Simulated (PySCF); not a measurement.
# Electron correlation in As³⁺ (arsenic, charge +3)

[Ar] 3d10 4s2, closed-shell 1S. Computed with PySCF 2.14 in def2-TZVPPD (7s5p5d1f, 54 functions), with no relativity, point nucleus. Frozen: [Ne]; 20 electrons correlated.

| level | correlation energy (mhartree) |
| --- | --- |
| CCSD | -241.02 |
| (T) | -5.26 |
| CCSD(T) | -246.28 |

Diagnostics: T1 = 0.0050, D1 = 0.0093, largest double amplitude 0.098.

Cost of the coupled-cluster step: of the order of 1.4 core-seconds, for 20 correlated electrons.

Iterations:

```
CC2 = 0
CCSD nocc = 10, nmo = 49
frozen orbitals [0, 1, 2, 3, 4]
max_cycle = 100
direct = 0
conv_tol = 1e-08
conv_tol_normt = 1e-06
diis_space = 8
diis_start_cycle = 0
Init t2, MP2 energy = -2232.42626227362  E_corr(MP2) -0.247082825885208
Init E_corr(CCSD) = -0.247082825885419
cycle = 1  E_corr(CCSD) = -0.230928228871338  dE = 0.016154597  norm(t1,t2) = 0.043976
cycle = 2  E_corr(CCSD) = -0.240745518355528  dE = -0.00981728948  norm(t1,t2) = 0.0152501
cycle = 3  E_corr(CCSD) = -0.239877149775007  dE = 0.000868368581  norm(t1,t2) = 0.0058905
cycle = 4  E_corr(CCSD) = -0.241029674739303  dE = -0.00115252496  norm(t1,t2) = 0.00180954
cycle = 5  E_corr(CCSD) = -0.241028944275118  dE = 7.30464186e-07  norm(t1,t2) = 8.91766e-05
cycle = 6  E_corr(CCSD) = -0.241022825449839  dE = 6.11882528e-06  norm(t1,t2) = 1.64566e-05
cycle = 7  E_corr(CCSD) = -0.241022874176934  dE = -4.87270954e-08  norm(t1,t2) = 2.60108e-06
cycle = 8  E_corr(CCSD) = -0.241022948028269  dE = -7.38513345e-08  norm(t1,t2) = 3.39774e-07
cycle = 9  E_corr(CCSD) = -0.241022932128028  dE = 1.59002406e-08  norm(t1,t2) = 5.13928e-08
cycle = 10  E_corr(CCSD) = -0.241022930124861  dE = 2.00316694e-09  norm(t1,t2) = 8.37664e-09
CCSD converged
E(CCSD) = -2232.420202377862  E_corr = -0.2410229301248613
CCSD(T) correction = -0.00526038562639446
```

This basis was not built for core-valence correlation, so the inner-shell part is incomplete.
